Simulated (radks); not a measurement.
Values are calculated unless marked as measured or tabulated.
All-electron atom: Cu2+ in [Ne] 3s2 3p4 3d9 4f2 (not the ground configuration). Level of theory: non-relativistic Kohn-Sham, PBE, spin-polarised, spherical densities, point nucleus; open shells are filled with parallel spins first (a radial shooting solver on a logarithmic mesh with Libxc functionals).

Normalised radial functions P(r) = r R(r), r in bohr:

r	3s up
0.001735	0.0605
0.002313	0.0793
0.003086	0.1034
0.004115	0.1337
0.005489	0.1712
0.007321	0.2159
0.009764	0.2669
0.01302	0.3209
0.01737	0.3708
0.02317	0.4039
0.0309	0.4009
0.04121	0.3368
0.05497	0.1875
0.07331	-0.0553
0.09778	-0.3594
0.1304	-0.6292
0.1753	-0.7077
0.2339	-0.4433
0.3119	0.1589
0.416	0.8647
0.5549	1.2999
0.7401	1.2391
0.9871	0.8171
1.317	0.3685
1.756	0.1068
2.342	0.0176
3.124	0.0014
4.166	0.0000
5.557	0.0000
7.411	0.0000
9.885	0.0000
13.18	0.0000

3s up: eigenvalue -170.88 eV, 2 radial nodes at r = 0.0692, 0.292 bohr, <r> = 0.706 bohr, 90 % of the charge inside 1.05 bohr.
